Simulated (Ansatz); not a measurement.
System: C$_{4}$H$_{12}$BClN$_{2}$, charge 0, multiplicity 1. 
Geometry from a B3LYP-D3(BJ)/def2-TZVP (Ansatz, a first-principles code) optimisation:
```xyz
20

C      1.5048    -1.3543    -1.1900
N      1.2736    -0.2504    -0.2754
C      2.5059     0.3978     0.1351
B     -0.0212     0.2120     0.0594
Cl    -0.1950     1.9546     0.5481
N     -1.1903    -0.5850     0.0411
C     -2.5399    -0.0567    -0.0395
C     -1.1678    -2.0228     0.2430
H      1.9668    -2.2164    -0.6936
H      2.1824    -1.0349    -1.9894
H      0.5752    -1.6756    -1.6512
H      2.3026     1.1916     0.8469
H      3.1787    -0.3276     0.6060
H      3.0312     0.8299    -0.7247
H     -3.0906    -0.2342     0.8917
H     -3.0917    -0.5448    -0.8506
H     -2.5224     1.0118    -0.2291
H     -0.1726    -2.3590     0.5199
H     -1.4888    -2.5736    -0.6494
H     -1.8505    -2.2914     1.0567
```
Charge 0, spin multiplicity 1.

Basis-set convergence of Hartree-Fock and CCSD(T) correlation energies (hartree) with Ansatz. Valence correlation only, unless marked. Spin-orbit coupling is left out. Non-relativistic.

```tsv
basis	functions	E(HF)	E(corr, CCSD(T))
cc-pV(D+d)Z	181	-751.66504	-1.26530
cc-pV(T+d)Z	417	(withheld)	(withheld)
```

Task: Fill in the missing entries.

Result: 
- cc-pV(T+d)Z, E(HF): -751.76233
- cc-pV(T+d)Z, E(corr, CCSD(T)): -1.55374
